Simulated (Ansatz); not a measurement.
A run for Ansatz (an electronic-structure program): R-CCSD(T)/def2-TZVPP on H3NOSn (SMILES [NH2][Sn][OH]), a point of a torsion scan. Elements past Kr take the def2 small-core potentials; no spin–orbit coupling. The run froze 11 orbitals, filled d shells among them.

Ansatz 0.2 input:
```yaml
crystal:
  periodic: [false, false, false]
  atoms:
    - {symbol: N, position_ang: [-1.17628863, -0.07988913, 0.17895143]}
    - {symbol: Sn, position_ang: [0.35377186, -1.23292372, 0.89541210]}
    - {symbol: O, position_ang: [1.79193571, -0.21511287, -0.17299837]}
    - {symbol: H, position_ang: [-2.15457210, -0.06840961, 0.43277164]}
    - {symbol: H, position_ang: [-1.01481780, 0.67882786, -0.46947163]}
    - {symbol: H, position_ang: [2.60351498, -0.60114159, -0.49145558]}
basis:
  gaussian:
    orbitals: def2-TZVPP
magnetization: {spin_polarized: false}
correlation: {method: ccsd_t, electrons: outside_noble_gas}
scf: {lower_state_search: off}
```

Program output:

```
WARN ansatz: RAYON_NUM_THREADS=1 ignored (pool sized by the plan → 1); use --threads N
Functional definition: HF
these checks for a lower state are left out or cut short: stability, starts, cluster_reference, orbital_swaps, neighbouring_geometries, increment
integrals: 0.37 GiB planned
1107 factors; integrals over basis functions are off by at most 9.7e-4 eV
mean field: 0.42 GiB planned
mean field evaluation 1: about -9368.2026 eV, gradient 5.6e1 eV
mean field evaluation 2: about -9368.2995 eV, gradient 5.6e1 eV
mean field evaluation 4: about -9374.3947 eV, gradient 3.2e0 eV
mean field evaluation 8: about -9374.4715 eV, gradient 4.5e-1 eV
mean field evaluation 16: about -9374.4726 eV, gradient 1.6e-6 eV
mean field -9374.47259360 eV, -344.5055135690 hartree, gradient 1.6e-6 eV, S^2 0.000000; 0 other end points of the search recorded, 0 dependent functions left out
11 core orbitals not correlated
reference -9374.47259360 eV, -344.5055135690 hartree; 9, 9 occupied and 134, 134 virtual orbitals, 1107 factors
second order -15.10060429 eV of doubles, -0.00000000 eV of singles
coupled cluster: 1.16 GiB planned
cycle   1  -14.95869058 eV  change    1.4e-1 eV  update   1.0e-1
cycle   2  -15.33288629 eV  change   -3.7e-1 eV  update   3.7e-2
cycle   3  -15.45753141 eV  change   -1.2e-1 eV  update   2.2e-2
cycle   4  -15.44652408 eV  change    1.1e-2 eV  update   6.8e-3
cycle   5  -15.44183895 eV  change    4.7e-3 eV  update   3.5e-3
cycle   6  -15.44326309 eV  change   -1.4e-3 eV  update   1.5e-3
cycle   7  -15.44287350 eV  change    3.9e-4 eV  update   4.8e-4
cycle   8  -15.44267789 eV  change    2.0e-4 eV  update   1.8e-4
cycle   9  -15.44274299 eV  change   -6.5e-5 eV  update   7.1e-5
cycle  10  -15.44274678 eV  change   -3.8e-6 eV  update   3.2e-5
cycle  11  -15.44273499 eV  change    1.2e-5 eV  update   1.3e-5
perturbative correction -0.61782245 eV, -0.0227045564 hartree
Total energy: -9390.53315104 eV, -345.0957281687 hartree
Checks for a lower state left out: stability, starts, cluster_reference, orbital_swaps, neighbouring_geometries, increment
```

Self-consistency was reached.

Cost: about 19 core-seconds (a rough figure).
